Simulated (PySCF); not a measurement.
## Electron correlation in Cu²⁺ (copper, charge +2)

[Ar] 3d8 4p1, one real determinant (an excited configuration). All numbers are calculated (PySCF 2.14, scalar relativity by spin-free X2C-1e, in aug-cc-pwCVTZ-DK with one added diffuse shell each of s, p, d, f, g type (11s10p8d5f4g, 152 functions)). Frozen: [Ne]; 17 electrons correlated.

MP2 pair energies summed by pair of shells (mhartree):

```tsv
pair	energy	share (%)
3d-3d	-270.75	37.3
3p-3d	-258.59	35.6
3p-3p	-70.70	9.7
3s-3d	-57.25	7.9
3s-3p	-38.13	5.2
3d-4p	-19.93	2.7
3s-3s	-5.43	0.7
3p-4p	-5.14	0.7
3s-4p	-0.66	0.1
```

Total MP2 correlation energy: -726.58 mhartree.

Same-spin part -230.67 and opposite-spin part -495.91 mhartree; SCS-MP2 scales them by 1/3 and 6/5 to -671.98 mhartree.

The reference is one real determinant that mixes LS terms of this configuration.
